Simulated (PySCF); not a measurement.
Species: BGeH6OP.
Geometry (PBE0-D3(BJ)/def2-SVP, Å), atoms numbered from 1 in this order:
```xyz
10
BGeH6OP angstrom
P      2.3434    0.0650    0.5928
B      1.2838    1.2690   -0.4909
O     -0.0573    1.2456   -0.5790
Ge    -1.2352    0.1049    0.1779
H      3.4014   -0.0990   -0.3454
H      1.6860   -1.1681    0.2977
H      1.8707    2.1721   -1.0539
H     -1.2933   -1.1497   -0.7056
H     -0.7397   -0.2146    1.5979
H     -2.5615    0.8710    0.1832
```

Computed with delta-SCF UKS SCAN, pcX-2 on the ionised atom, pcseg-1 elsewhere, spin-free X2C in PySCF. The ground state was rerun for each ionised atom, in the same mixed basis as its hole state.

```json
{"ionised atom": "B2", "basis functions": "134", "E(ground) (Eh)": "-2539.93493", "E(ionised) (Eh)": "-2532.71910"}
{"ionised atom": "O3", "basis functions": "134", "E(ground) (Eh)": "-2539.96790", "E(ionised) (Eh)": "-2520.19679"}
{"ionised atom": "P1", "basis functions": "145", "E(ground) (Eh)": "-2540.02166", "E(ionised) (Eh)": "-2461.02320"}
```

Problem. What are the 1s binding energies?

Solution. E(ionised) − E(ground), at 27.2114 eV a hartree:

| atom | environment | difference (Eh) | binding energy (eV) |
| --- | --- | --- | --- |
| B2 | three-coordinate boron | 7.21583 | 196.35 |
| O3 | boron-bound oxygen | 19.77111 | 538.00 |
| P1 | three-coordinate phosphorus | 78.99846 | 2149.66 |

Problem. How much do the ground-state energies differ, and what would follow from using one of them for all holes?

Solution. They run from -2540.0217 Eh (core basis on P1) to -2539.9349 Eh (on B2), 0.0868 Eh or 2.36 eV apart, for one and the same state in different bases and grids. Pairing the ion of B2 with the ground state of P1 would put its binding energy 2.36 eV too high.

Only 1s holes are shown. Geometry: PBE0-D3(BJ)/def2-SVP, one conformer, isolated molecule.
